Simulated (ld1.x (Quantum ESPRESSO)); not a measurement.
**PBE RRKJ dataset for N, scalar-relativistic all-electron reference.**

Input for ld1.x (Quantum ESPRESSO) 7.5:

```
&input
   title='N', zed=7., rel=1, dft='PBE', iswitch=3,
   config='[He] 2s2 2p2 3d-2',
   nld=3, rlderiv=1.75, eminld=-4.0, emaxld=5.0, deld=0.02
 /
 &inputp
   pseudotype=2, tm=.false., rho0=0.02, lloc=1,
   nlcc=.true., new_core_ps=.true., rcore=0.60,
   file_pseudopw='N.UPF', file_wfcaegen='ae.wfc', file_wfcncgen='nc.wfc', file_beta='beta', file_chi='chi'
 /
3
2S  1  0   2.00   0.00  0.80  0.80  0.0
3D  3  2  -2.00   0.30  1.45  1.45  0.0
2P  2  1   2.00   0.00  1.60  1.60  0.0
 &test
   configts(1)='2s2 2p2'
 /
```

Command:

```bash
ld1.x < N.in > N.out
```

Resulting log (shortened: banner, matrices, multipoles, cross overlaps and the repeated all-electron block are left out):

```
Program LD1 v.7.5
     --------------------------- All-electron run ----------------------------

     N
     scalar relativistic calculation

     atomic number is  7.00
     dft =PBE   lsd =0 sic =0 latt =0  beta=0.20 tr2=1.0E-14
     Exchange-correlation= PBE
                           (   1   4   3   4   0   0   0)
     mesh =1085 r(mesh) =  99.89202 a.u. xmin = -7.00 dx = 0.01250
     1 Ry =  13.60569312 eV, c = 137.03599908

     n l     nl                  e(Ry)          e(Ha)          e(eV)
     1 0     1S 1( 2.00)       -29.5229       -14.7614      -401.6791
     2 0     2S 1( 2.00)        -2.3859        -1.1930       -32.4622
     2 1     2P 1( 2.00)        -1.5206        -0.7603       -20.6884

     final scf error:  1.6E-15 reached in  19 iterations

     Etot =    -107.907526 Ry,     -53.953763 Ha,   -1468.156688 eV

     Ekin =     107.738032 Ry,      53.869016 Ha,    1465.850603 eV
     Encl =    -247.794457 Ry,    -123.897228 Ha,   -3371.415339 eV
     Eh   =      44.521546 Ry,      22.260773 Ha,     605.746486 eV
     Exc  =     -12.372647 Ry,      -6.186323 Ha,    -168.338437 eV

     normalization and overlap integrals

     s(1S/1S) =  1.000000  <r> =   0.2296  <r2> =    0.0713  r(max) =   0.1483
     s(2S/2S) =  1.000000  <r> =   1.2447  <r2> =    1.8543  r(max) =   0.9916
     s(2P/2P) =  1.000000  <r> =   1.2761  <r2> =    2.0630  r(max) =   0.9200

     ------------------------ End of All-electron run ------------------------

     --------------------- Generating NC pseudopotential ---------------------

      Generating local pot.: lloc=1, matching radius rcloc =   1.6000

      Computing core charge for nlcc:

       r > 0.60 : true rho core
      Core charge pseudized with two Bessel functions
      Integrated core pseudo-charge :   0.60

      Wfc   2S  rcut= 0.802  Estimated cut-off energy=       65.55 Ry
      Using 4 Bessel functions for this wfc, rho(0) = 0.020
      This function has    0 nodes for 0 < r <    0.802

      Wfc   3D  rcut= 1.461  Estimated cut-off energy=      104.64 Ry
      This function has    0 nodes for 0 < r <    1.461

     ------------------- End of pseudopotential generation -------------------

     Computing logarithmic derivative in   1.75130
     Computing logarithmic derivative in   1.75130
     Computing the partial wave expansion
     R is outside the sphere for l=    0 j= 0.00
       no projector for channel:   1
     R is outside the sphere for l=    2 j= 0.00

     ---------------------- Testing the pseudopotential ----------------------

     N
     scalar relativistic calculation

     atomic number is  7.00   valence charge is  5.00
     dft =PBE   lsd =0 sic =0 latt =0  beta=0.20 tr2=1.0E-14
     mesh =1085 r(mesh) =  99.89202 xmin = -7.00 dx = 0.01250

     n l     nl             e AE (Ry)        e PS (Ry)    De AE-PS (Ry)
     1 0     2S   1( 2.00)       -2.38592       -2.38593        0.00000
     2 1     2P   1( 2.00)       -1.52057       -1.52058        0.00000

     eps = 3.7E-15  iter = 10

     Etot =    -107.907526 Ry,     -53.953763 Ha,   -1468.156688 eV
     Etotps =   -19.377767 Ry,      -9.688883 Ha,    -263.647946 eV

     Ekin =      10.765534 Ry,       5.382767 Ha,     146.472550 eV
     Encl =     -39.582794 Ry,     -19.791397 Ha,    -538.551350 eV
     Ehrt =      11.499828 Ry,       5.749914 Ha,     156.463126 eV
     Ecxc =      -4.905750 Ry,      -2.452875 Ha,     -66.746136 eV
     (Ecc =      -1.078463 Ry,      -0.539231 Ha,     -14.673233 eV)
     Epseu=       2.845416 Ry,       1.422708 Ha,      38.713863 eV

     ---------------------- End of pseudopotential test ----------------------
```

Generation and configuration tests took about 0.62 s on one core of a shared server CPU.

Transferability test of the new file with ld1.x, input:

```
&input
   title='N', zed=7., rel=1, dft='PBE', iswitch=2,
   config='[He] 2s2 2p2 3d-2'
 /
 &test
   file_pseudo='N.UPF', nconf=8,
   configts(1)='2s2 2p2',
   configts(2)='2s2 2p3',
   configts(3)='2s2 2p1',
   configts(4)='2s2 2p0',
   configts(5)='2s2 2p3.3',
   configts(6)='2s1 2p0',
   configts(7)='2s1 2p3',
   configts(8)='2s1 2p4'
 /
```

```bash
ld1.x < N.test.in > N.test.out
```

Pseudopotential blocks of its output, shortened (energy terms left out):

```
     ---------------------- Testing the pseudopotential ----------------------

     n l     nl             e AE (Ry)        e PS (Ry)    De AE-PS (Ry)
     1 0     2S   1( 2.00)       -2.38592       -2.38593        0.00000
     2 1     2P   1( 2.00)       -1.52057       -1.52058        0.00000

     eps = 6.5E-15  iter = 10

     Etot =    -107.907526 Ry,     -53.953763 Ha,   -1468.156687 eV
     Etotps =   -19.377767 Ry,      -9.688883 Ha,    -263.647945 eV

     ---------------------- End of pseudopotential test ----------------------

          ---------------------- Testing the pseudopotential ----------------------

     n l     nl             e AE (Ry)        e PS (Ry)    De AE-PS (Ry)
     1 0     2S   1( 2.00)       -1.36581       -1.36243       -0.00338
     2 1     2P   1( 3.00)       -0.52111       -0.52031       -0.00080

     eps = 4.0E-15  iter = 16

     Etot =    -108.906480 Ry,     -54.453240 Ha,   -1481.748142 eV
     Etotps =   -20.376764 Ry,     -10.188382 Ha,    -277.239995 eV
     dEtot_ae =      -0.998954 Ry
     dEtot_ps =      -0.998997 Ry,   Delta E=       0.000044 Ry

     ---------------------- End of pseudopotential test ----------------------

          ---------------------- Testing the pseudopotential ----------------------

     n l     nl             e AE (Ry)        e PS (Ry)    De AE-PS (Ry)
     1 0     2S   1( 2.00)       -3.61318       -3.60982       -0.00336
     2 1     2P   1( 1.00)       -2.75706       -2.74418       -0.01288  !

     eps = 1.7E-15  iter =  9

     Etot =    -105.786813 Ry,     -52.893407 Ha,   -1439.302915 eV
     Etotps =   -17.261457 Ry,      -8.630729 Ha,    -234.854088 eV
     dEtot_ae =       2.120713 Ry
     dEtot_ps =       2.116309 Ry,   Delta E=       0.004404 Ry

     ---------------------- End of pseudopotential test ----------------------

          ---------------------- Testing the pseudopotential ----------------------

     n l     nl             e AE (Ry)        e PS (Ry)    De AE-PS (Ry)
     1 0     2S   1( 2.00)       -5.00709       -4.97780       -0.02929  !
     2 1     2P   1( 0.00)       -4.19522       -4.13278       -0.06245  !

     eps = 6.9E-15  iter = 13

     Etot =    -102.326325 Ry,     -51.163163 Ha,   -1392.220578 eV
     Etotps =   -13.834305 Ry,      -6.917153 Ha,    -188.225312 eV
     dEtot_ae =       5.581201 Ry
     dEtot_ps =       5.543461 Ry,   Delta E=       0.037740 Ry

     ---------------------- End of pseudopotential test ----------------------

          ---------------------- Testing the pseudopotential ----------------------

     n l     nl             e AE (Ry)        e PS (Ry)    De AE-PS (Ry)
     1 0     2S   1( 2.00)       -1.11160       -1.10753       -0.00407
     2 1     2P   1( 3.30)       -0.27726       -0.27594       -0.00131

     eps = 6.2E-15  iter = 23

     Etot =    -109.025475 Ry,     -54.512738 Ha,   -1483.367158 eV
     Etotps =   -20.495443 Ry,     -10.247721 Ha,    -278.854704 eV
     dEtot_ae =      -1.117949 Ry
     dEtot_ps =      -1.117676 Ry,   Delta E=      -0.000273 Ry

     ---------------------- End of pseudopotential test ----------------------

          ---------------------- Testing the pseudopotential ----------------------

     n l     nl             e AE (Ry)        e PS (Ry)    De AE-PS (Ry)
     1 0     2S   1( 1.00)       -6.43650       -6.38687       -0.04962  !
     2 1     2P   1( 0.00)       -5.70130       -5.58022       -0.12107  !

     eps = 4.2E-15  iter =  7

     Etot =     -96.606746 Ry,     -48.303373 Ha,   -1314.401743 eV
     Etotps =    -8.153568 Ry,      -4.076784 Ha,    -110.934940 eV
     dEtot_ae =      11.300780 Ry
     dEtot_ps =      11.224199 Ry,   Delta E=       0.076581 Ry

     ---------------------- End of pseudopotential test ----------------------

          ---------------------- Testing the pseudopotential ----------------------

     n l     nl             e AE (Ry)        e PS (Ry)    De AE-PS (Ry)
     1 0     2S   1( 1.00)       -2.39419       -2.39735        0.00316
     2 1     2P   1( 3.00)       -1.52782       -1.53231        0.00449

     eps = 1.4E-16  iter = 12

     Etot =    -107.041641 Ry,     -53.520820 Ha,   -1456.375713 eV
     Etotps =   -18.512565 Ry,      -9.256282 Ha,    -251.876274 eV
     dEtot_ae =       0.865886 Ry
     dEtot_ps =       0.865202 Ry,   Delta E=       0.000684 Ry

     ---------------------- End of pseudopotential test ----------------------

          ---------------------- Testing the pseudopotential ----------------------

     n l     nl             e AE (Ry)        e PS (Ry)    De AE-PS (Ry)
     1 0     2S   1( 1.00)       -1.39869       -1.39535       -0.00334
     2 1     2P   1( 4.00)       -0.55190       -0.55180       -0.00010

     eps = 3.3E-15  iter = 17

     Etot =    -108.060693 Ry,     -54.030347 Ha,   -1470.240630 eV
     Etotps =   -19.533888 Ry,      -9.766944 Ha,    -265.772086 eV
     dEtot_ae =      -0.153167 Ry
     dEtot_ps =      -0.156121 Ry,   Delta E=       0.002954 Ry

     ---------------------- End of pseudopotential test ----------------------
```
